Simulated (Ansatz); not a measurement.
Reaction (cleavage of the Si–Sn bond): `O[SiH2][SnH2][OH]` + `N[SiH](O)F` → `O[SiH2]N[SiH](O)F` + `[OH][SnH3]`

Gas-phase electronic energies from Ansatz, PBE0-D4/def2-TZVP geometries. CBS: MP2 limit from def2 TZ/QZ plus the TZ coupled-cluster correction, frozen cores. This one scheme is used for every species. Elements past krypton have def2 core potentials. For Sn outer-core shells are correlated without core-valence functions, which leaves a few kJ/mol of doubt a bond. Each species was taken in one conformer, which may not be the lowest.

`O[SiH2][SnH2][OH]`:

Cartesian coordinates in Å:
```
O 1.285 1.609 -0.848
Si 0.423 1.212 0.506
Sn -0.945 -0.948 0.138
O 0.307 -2.461 -0.105
H 0.796 1.878 -1.627
H -0.494 2.317 0.912
H 1.431 0.998 1.571
H -1.886 -1.465 1.462
H -1.923 -0.873 -1.275
H 1.006 -2.267 -0.733
```

`N[SiH](O)F`:

```xyz
8

N     0.911   -0.634   -0.419
Si   -0.237    0.543    0.011
O    -1.583   -0.156    0.604
F     0.511    1.447    1.093
H     1.894   -0.417   -0.413
H     0.693   -1.368   -1.072
H    -0.726    1.452   -1.041
H    -1.462   -0.866    1.237
```

`O[SiH2]N[SiH](O)F`:

Cartesian coordinates in Å:
```
O -1.953 0.511 -1.583
Si -0.319 0.671 -1.544
N 0.435 -0.308 -0.337
Si 0.311 -0.203 1.354
O 1.761 -0.620 1.977
F -0.768 -1.217 1.960
H -2.315 -0.373 -1.665
H 0.311 0.262 -2.826
H -0.122 2.110 -1.266
H 1.026 -1.050 -0.687
H -0.151 1.146 1.731
H 1.786 -0.929 2.884
```

`[OH][SnH3]`:

```xyz
6

O     0.867   -0.738   -0.978
Sn   -0.157    0.172    0.437
H     0.498   -0.612   -1.854
H    -1.750   -0.449    0.437
H    -0.160    1.850    0.110
H     0.701   -0.221    1.848
```

```
            species  MP2/def2-QZVPP energy (Eh)
`O[SiH2][SnH2][OH]`                  -656.85507
       `N[SiH](O)F`                  -521.21613
`O[SiH2]N[SiH](O)F`                  -886.70358
       `[OH][SnH3]`                  -291.39159
```

(1) Work out ΔE.

Largest T1 diagnostic among the species: 0.014.

Results:

(1) ΔE = (-886.70358) + (-291.39159) − (-656.85507) − (-521.21613) = -0.02397 Eh = -15.0 kcal/mol. CCSD(T)/CBS gives -14.0 kcal/mol.

In def2-TZVPP, CCSD(T) changes the Hartree–Fock value by +2.4 kcal/mol (the triples alone add +0.3 kcal/mol) and MP2 by +2.1 kcal/mol. The D4 term adds −0.7 kcal/mol with B3LYP and −0.4 kcal/mol with PBE0; it sums over pairs of atoms, weighted by their polarisabilities, and B3LYP, whose exchange is more repulsive, gets the larger term. From PBE to PBE0 (25 % exact exchange), in def2-TZVPP and without D4, ΔE moves by −1.8 kcal/mol.

B3LYP here is the variant with VWN-RPA as its local correlation; programs differ in this.
